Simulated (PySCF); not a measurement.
Species: C₃H₁₂Ge₂.
Z-matrix (Å and degrees, PBE0-D3(BJ)/def2-SVP geometry), rows numbered from 1:
```
C 
C   1  1.5222
C   2  1.5345  1  114.53
Ge  3  1.9657  2  111.19  1  -175.80
Ge  3  1.9696  2  113.57  1    59.45
H   1  1.1018  2  111.89  3   -63.83
H   1  1.1006  2  111.18  3   176.16
H   1  1.1019  2  111.17  3    56.14
H   2  1.1049  1  109.27  3   123.10
H   2  1.1049  1  108.81  3  -122.29
H   3  1.1051  2  109.61  1   -59.08
H   4  1.5428  3  109.79  2   -66.58
H   4  1.5401  3  110.83  2   173.10
H   4  1.5434  3  109.59  2    52.47
H   5  1.5418  3  111.92  2   -73.40
H   5  1.5425  3  109.12  2    46.98
H   5  1.5416  3  109.95  2   166.32
```

The closed-shell ground state was solved at several levels (PySCF, density fitting, gas phase). Relativistic effects, spin–orbit coupling among them, are left out although an element past zinc is present.

| level | basis functions | total energy (Eh) | HOMO (eV) | LUMO (eV) | gap (eV) | dipole (D) |
| --- | --- | --- | --- | --- | --- | --- |
| B3LYP/pcJ-1 (pcSseg-1 on Ge) | 283 | -4275.2166 | -7.80 | 0.43 | 8.23 | 0.97 |
| wB97X-D/pcSseg-1 | 193 | -4275.1828 | -9.82 | 2.36 | 12.18 | 0.93 |
| PBE0/def2-SVPD | 232 | -4274.2518 | -7.96 | 0.22 | 8.18 | 0.97 |

(1) What might PBE0/pcSseg-1 (193 basis functions) give for the same quantities?

(2) Over all these levels, which gives the widest orbital gap and which the narrowest?

(3) How far do the dipole and the HOMO energy spread over the levels?

## Answers

(1) Total energy -4274.3970 Eh, HOMO -8.02 eV, LUMO 0.65 eV, gap 8.67 eV, dipole 0.95 D.

(2) wB97X-D/pcSseg-1 (range-separated hybrid) has the widest, 12.18 eV, and PBE0/def2-SVPD (global hybrid, 25 % exact exchange) the narrowest, 8.18 eV. Functional and basis both differ between the two, so the spread mixes both effects.

(3) The dipole runs from 0.93 to 0.97 D (mean 0.95 D) and the HOMO from -9.82 to -7.80 eV.

One conformer stands for the species.

The pairwise dispersion term of wB97X-D wasn't added to the energies; at a given geometry it leaves orbitals and properties as they are.
